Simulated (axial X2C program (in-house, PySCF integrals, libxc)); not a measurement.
**Spin–orbit effects down a group: molecules with Li (ions), CCSD(T)**

Computed with an in-house all-electron X2C program for linear molecules (integrals from PySCF), spin-free (one-electron X2C) or two-component (2c: spin–orbit coupling with atomic mean-field Coulomb and Gaunt terms, which also bring small scalar terms), in Dyall basis sets with cores contracted in-house; open shells are unrestricted.

Basis sets: As dyall-cv3z, Li dyall-cv3z, N dyall-av3z, P dyall-v3z. Frozen shells (counts by l): LiN⁺ N 1s, Li 1s, 5 electrons correlated; LiP⁺ P 2s1p, Li 1s, 5 electrons correlated; LiAs⁺ As 3s2p1d, Li 1s, 5 electrons correlated. Coupled cluster in natural virtuals with an MP2 remainder. Where the outer core of a metal is frozen, bonds come out longer and ionisation energies lower.

| molecule | spin-free state | Re (Å) | ωe (cm⁻¹) | De (eV) | 2c state | Re 2c (Å) | ωe 2c (cm⁻¹) | De 2c (eV) |
| --- | --- | --- | --- | --- | --- | --- | --- | --- |
| LiN⁺ | M_S = 3/2, Λ = 0 | 2.263 | 253.8 | 0.21 | Ω = 3/2 | 2.263 | 253.7 | 0.21 |
| LiP⁺ | M_S = 3/2, Λ = 0 | 2.691 | 241.0 | 0.37 | Ω = 3/2 | 2.691 | 241.1 | 0.37 |
| LiAs⁺ | M_S = 3/2, Λ = 0 | 2.786 | 223.2 | 0.40 | Ω = 3/2 | 2.785 | 223.7 | 0.40 |

Fragments in 2c: N + Li+, P + Li+, As + Li+. Each entry is the lowest single determinant of a limited PBE0 search at one distance. De goes to single-determinant-based atoms at the same level (for ions the charge split of lowest energy) and is withheld (n/a) where an atom does not fit its ground term or J level. Main or longest-lived isotopes. One determinant is a doubtful description, or other states lie close, for LiN⁺, LiP⁺, LiAs⁺; these need not be ground states, and all values refer to the states named. With several unpaired electrons the Ω given is that of one determinant, not necessarily of the lowest component.
